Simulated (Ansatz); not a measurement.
Start from `BN(C)CC` and change one atom or group to get `BN(C)BC`.

Ansatz, PBE0-D4/def2-TZVP geometries, multiplicity 1. Each molecule was computed in one conformer, which needn't be the lowest.

```csv
property,`BN(C)CC`
HOMO–LUMO gap (B3LYP/def2-TZVPP) / eV,7.15
HOMO–LUMO gap (PBE0/def2-TZVPP) / eV,7.60
LUMO energy (PBE0/def2-TZVPP) / eV,0.21
LUMO energy (PBE/def2-TZVPP) / eV,-0.71
HOMO energy (B3LYP/def2-TZVPP) / eV,-7.18
size of the dipole moment (B3LYP/def2-TZVPP) / D,1.98
```

(1) What does the change do to each property? (Best estimate.)

Results:

(1) The calculation gave: 
```
                                        property  `BN(C)BC`  shift
           HOMO–LUMO gap (B3LYP/def2-TZVPP) / eV       7.19   0.04
            HOMO–LUMO gap (PBE0/def2-TZVPP) / eV       7.63   0.03
              LUMO energy (PBE0/def2-TZVPP) / eV      -0.87  -1.08
               LUMO energy (PBE/def2-TZVPP) / eV      -1.88  -1.17
             HOMO energy (B3LYP/def2-TZVPP) / eV      -8.26  -1.08
size of the dipole moment (B3LYP/def2-TZVPP) / D       1.74  -0.24
```

Dipoles are sizes alone; their direction can turn.

B3LYP here is the variant with VWN-RPA as its local correlation; programs differ in this.
